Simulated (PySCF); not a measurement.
A structure optimised at B3LYP-D3(BJ)/def2-SVP, used in a PySCF frequency run:

```xyz
15

C     -0.6821    -0.5167     1.2621
C      0.0063     0.0186     0.0000
C     -0.6821    -0.5167    -1.2621
C      1.4914    -0.3411     0.0000
O     -0.0336     1.4474     0.0000
H     -0.6297    -1.6155     1.3177
H     -0.2057    -0.0963     2.1607
H     -1.7482    -0.2321     1.2742
H     -0.2057    -0.0963    -2.1607
H     -0.6297    -1.6155    -1.3177
H     -1.7482    -0.2321    -1.2742
H      1.6337    -1.4323     0.0000
H      1.9820     0.0798     0.8906
H      1.9820     0.0798    -0.8906
H     -0.9620     1.7160     0.0000
```
Charge 0, spin multiplicity 1.

### Question
Write its SMILES, formula and point group.

### Answer
CC(C)(C)O, C4H10O, Cs

### Question
What are its rotational constants (standard atomic weights)?

### Answer
4.6992, 4.6748, 4.4859 GHz
